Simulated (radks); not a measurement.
Spin polarisation of the 5p1 shell in the antimony ion Sb2+. Start: [Kr] 4d10 5s2 5p(up 0.5, down 0.5); electrons of 5p are moved from spin down to spin up, other shells keep equal spins. Calculated with a radial shooting solver on a logarithmic mesh with Libxc functionals: scalar-relativistic Kohn-Sham, LDA (Slater exchange, Perdew-Wang correlation), spin-polarised, spherical densities, point nucleus.

moment (Bohr magnetons)  E - E(0) (eV)  e(5p up) (eV)  e(5p down) (eV)  5s down minus up (eV)  4d down minus up (eV)
0                                0.000        -20.407          -20.407                  0.000                  0.000
0.25                            -0.012        -20.501          -20.308                  0.182                  0.036
0.5                             -0.048        -20.589          -20.203                  0.364                  0.071
0.75                            -0.109        -20.673          -20.090                  0.548                  0.107
1                               -0.194        -20.753          -19.970                  0.735                  0.143

At moment 1 the spin-polarisation energy is -0.194 eV and the 5p exchange splitting 0.783 eV, that is 0.783 eV per Bohr magneton; E = -I m^2/4 would give I = 0.776 eV.
